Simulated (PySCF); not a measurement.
# Excitation energies in several basis sets

C₄H₄BFO.
SMILES: `Bc1ccc(F)o1`

TDDFT with PBE0 (PySCF), vertical singlets, core orbitals frozen in the response, spherical d and f functions. Isolated species at its PBE0-D3(BJ)/def2-SVP geometry, gas phase.

How do the low singlets change with the basis? Take 6-31G*, def2-SVP, 6-31+G*, def2-SVPD, aug-cc-pVDZ and def2-TZVP.

```csv
basis,functions,diffuse,S1 (eV),S2 (eV),S3 (eV),S4 (eV),S5 (eV),LUMO (eV),α (au)
6-31G*,106,no,4.95,5.89,6.12,6.50,7.56,-1.64,56.7
def2-SVP,118,no,4.90,5.74,6.10,6.43,7.49,-1.91,59.1
6-31+G*,134,yes,4.83,5.81,6.05,6.33,6.47,-1.95,64.9
def2-SVPD,178,yes,4.85,5.72,6.05,6.42,6.71,-2.02,67.7
aug-cc-pVDZ,197,yes,4.78,5.73,5.99,6.15,6.42,-1.98,69.1
def2-TZVP,241,no,4.80,5.75,6.02,6.41,7.25,-1.95,66.2
```

States are compared by their number. Against the largest diffuse basis here (aug-cc-pVDZ, itself not a converged limit), sets without diffuse functions differ by up to 0.17 eV in S1 and 1.14 eV in S5; the smaller diffuse sets differ by up to 0.07 and 0.29 eV. State by state, the largest deviation of a set without diffuse functions is S1 0.17, S2 0.15, S3 0.13, S4 0.35, S5 1.14 eV. The same number needn't mean the same state in each row. Against aug-cc-pVDZ the polarisability deviates by -18% in 6-31G*, -15% in def2-SVP, -6% in 6-31+G*, -2% in def2-SVPD, -4% in def2-TZVP. A single + in a Pople set puts diffuse functions on heavy atoms only.
